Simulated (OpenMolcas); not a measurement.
An atom or ion with 27 electrons was computed by SS-CASPT2, IPEA 0.25 Eh, imaginary shift 0.1 Eh with spin-orbit coupling (OpenMolcas, ANO-RCC-VQZP, DKH2). The lowest levels that the run gave, each within 12 % of the measured value where one is at hand:

| J | Parity | E (eV) | g |
| --- | --- | --- | --- |
| 9/2 | even | 0.0000 | 1.333 |
| 7/2 | even | 0.1009 | 1.238 |
| 5/2 | even | 0.1748 | 1.029 |
| 3/2 | even | 0.2253 | 0.400 |
| 5/2 | even | 1.862 | 1.600 |
| 3/2 | even | 1.896 | 1.722 |
| 9/2 | even | 1.941 | 1.108 |
| 1/2 | even | 1.942 | 2.646 |
| 7/2 | even | 2.037 | 0.889 |
| 3/2 | even | 2.554 | 1.238 |
| 11/2 | even | 2.615 | 1.091 |
| 1/2 | even | 2.671 | 0.691 |

Question: Which ion is it, and what are the configurations and terms?

Answer: Co (Z = 27, neutral; active space 7 electrons in 5 orbitals (3d)). J, parity and g give the terms where levels are pure, and mixed ones are named by the computed weights; the size of the splittings, set against known spectra of the 27-electron sequence, gives the charge. In order, with the measured energies in eV (NIST Handbook of Basic Atomic Spectroscopic Data): 3d7 4s2 4F 9/2, 3d7 4s2 4F 7/2 (0.1012), 3d7 4s2 4F 5/2 (0.1744), 3d7 4s2 4F 3/2 (0.2243), 3d7 4s2 4P 5/2 (1.7104), 3d7 4s2 4P 3/2 (1.7403), 3d7 4s2 2G 9/2, 3d7 4s2 4P 1/2 (1.7853), 3d7 4s2 2G 7/2, 3d7 4s2 2P 3/2, 3d7 4s2 2H 11/2, 3d7 4s2 2P 1/2.

CASPT2 breaks the degeneracy within a term, and the mean is taken; among the terms shown or strongly mixed into the levels shown the widest spread is 1100 cm-1 (3d7 4s2 4F). Some high roots are left out of the spin-orbit mixing, which shifts the levels that they would mix with. With the s shell closed, the reference lacks s² → p², s² → d² and s → d mixing, so excited terms can stand far too high and out of order, with CASPT2 too. The CASPT2 spread within a term exceeds the gap to the next term for 3d7 4s2 2P and 3d7 4s2 2H, 3d7 4s2 2H and 3d7 4s2 2D, so the order of their levels is uncertain. Measured partners are found by configuration, term and J. A level has none where our copy of the source lacks it or the pairing is in doubt (some pairs that miss far off the trend of their configuration count as doubtful), and it then counts in no deviation. Levels of configurations outside the active space are missing.
